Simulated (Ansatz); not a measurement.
A calculation with Ansatz (development build ahead of 0.2.0).

```yaml
crystal:
  periodic: [false, false, false]
  atoms:
    - { symbol: C, position_ang: [-0.03987, 0.72418, -0.02882] }
    - { symbol: C, position_ang: [-1.22914, 1.41038, 0.04705] }
    - { symbol: C, position_ang: [-2.47969, 0.70257, -0.00943] }
    - { symbol: C, position_ang: [-2.46905, -0.73954, 0.00058] }
    - { symbol: C, position_ang: [-1.2225, -1.36506, 0.02842] }
    - { symbol: C, position_ang: [-0.0118, -0.6699, -0.01751] }
    - { symbol: C, position_ang: [2.47426, 0.71656, 0.02297] }
    - { symbol: C, position_ang: [1.26908, 1.42682, -0.03376] }
    - { symbol: C, position_ang: [1.24153, -1.3664, -0.03634] }
    - { symbol: C, position_ang: [2.39656, -0.71545, -0.0355] }
    - { symbol: H, position_ang: [-1.26022, 2.53937, 0.00803] }
    - { symbol: H, position_ang: [-3.34339, 1.28054, -0.00823] }
    - { symbol: H, position_ang: [-3.39912, -1.20209, -0.00656] }
    - { symbol: H, position_ang: [-1.28248, -2.46712, 0.00171] }
    - { symbol: H, position_ang: [3.3535, 1.25439, 0.04162] }
    - { symbol: H, position_ang: [1.27922, 2.47053, -0.02095] }
    - { symbol: H, position_ang: [1.28063, -2.46446, -0.00176] }
    - { symbol: H, position_ang: [3.36466, -1.20142, -0.00899] }
basis:
  gaussian: { orbitals: STO-3G }
hamiltonian:
  xc: hf
```

The input is written out in the form of the current development build from the run's settings.

The run gave:

```yaml
Converged: yes
Total_energy: -378.65085 hartree
Spin_squared_of_the_determinant: 0.000
```

Caution: no unrestricted run beside it, a lower state can exist.
